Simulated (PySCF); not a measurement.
Task: What does the GFN2-xTB structure of `C=CC1(F)COC1` look like in three dimensions?

Result: 
```xyz
14
C5H7FO angstrom
C      2.2832    0.2807    0.2920
C      1.0955   -0.1047    0.7198
C     -0.1845    0.1480   -0.0036
F      0.0373    0.8340   -1.1777
C     -1.3376    0.7333    0.8323
O     -2.0631   -0.4934    0.7470
C     -1.1298   -1.0553   -0.1760
H      3.1775    0.0773    0.8544
H      2.4012    0.8127   -0.6367
H      0.9689   -0.6411    1.6497
H     -1.0999    1.0095    1.8612
H     -1.8558    1.5541    0.3294
H     -0.7488   -2.0243    0.1511
H     -1.5446   -1.1313   -1.1850
```

Orientation and origin are arbitrary. Atoms count from 1 in this order. The 4-membered ring C3–C5–O6–C7 has internal angles of 84.2° to 92.6°; it is slightly puckered (a soft mode that the optimisation may not have finished), 0.04 Å rms from its mean plane, widest ring torsion 7°. The C–C distances run from 1.320 Å (C1=C2, drawn double) to 1.540 Å (C3–C7, drawn single), a spread of 0.220 Å. Of the pairs four or more bonds apart, F4···H9 is among the closest relative to their van der Waals radii: 2.43 Å, 91 % of the sum of Bondi's values.

Bonds between heavy atoms (Å): C1=C2 1.320, C2–C3 1.492, C3–F4 1.378, C3–C5 1.540, C5–O6 1.428, O6–C7 1.428, C3–C7 1.540.

Structure optimised with GFN2-xTB, isolated species.

Point group: Cs (every atom within 0.08 Å of its image). No frequency check. One conformer, not necessarily the lowest (C1–C2–C3–F4 0°).

These are computed values.
